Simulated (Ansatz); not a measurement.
Ideal-gas functions of `C=CBI` at 800 K and 1 bar, from an Ansatz frequency run at PBE0-D4/def2-TZVP.

Molar mass 165.77 g/mol, point group Cs (symmetry number 1), electronic degeneracy 1, moments of inertia 13.082, 365.162, 378.244 u Å². Harmonic wavenumbers (cm⁻¹, unscaled): 92, 190, 301, 549, 642, 783, 933, 1033, 1051, 1068, 1116, 1316, 1446, 1657, 2662, 3138, 3164, 3228.

Use S(trans) = R[1.5 ln M + 2.5 ln T − 1.1517]; rotational temperatures θ = 24.2544 K / I; S(rot) = R[ln(√π/σ · √(T³/θAθBθC)) + 1.5]; for each mode x = 1.438777 ν̃/T, S = R[x/(eˣ − 1) − ln(1 − e⁻ˣ)] and H = RT x/(eˣ − 1); 1 cm⁻¹ = 0.0119627 kJ/mol; R = 8.31446 J/(mol·K).

Question: By hand: the entropy, in J/(mol·K).

Answer: Translation 193.1. Rotation: θ = 1.854, 0.0664, 0.0641 K, giving 120.7. Vibration, mode by mode: 23.28, 17.28, 13.52, 8.75, 7.57, 6.12, 4.92, 4.27, 4.16, 4.06, 3.79, 2.86, 2.38, 1.76, 0.40, 0.20, 0.19, 0.17, in all 105.7. Electronic 0.0. Sum 419.5 J/(mol·K).

Question: By hand: H − E and G − E in kJ/mol, counted from the electronic energy.

Answer: Zero-point energy ½ × 24369 × 0.0119627 = 145.8; thermal vibration 43.2; translation, rotation and pV give 4 RT = 26.6. H − E = 215.6 kJ/mol, and G − E = 215.6 − 800 × 419.5/1000 = -120.0 kJ/mol.

Vibration gives 25 % of the entropy, 23.3 J/(mol·K) of it from the mode under 150 cm⁻¹: soft modes count most, and the harmonic formula is weakest for them. The sum counts one conformer and one mirror image; others add a mixing term.
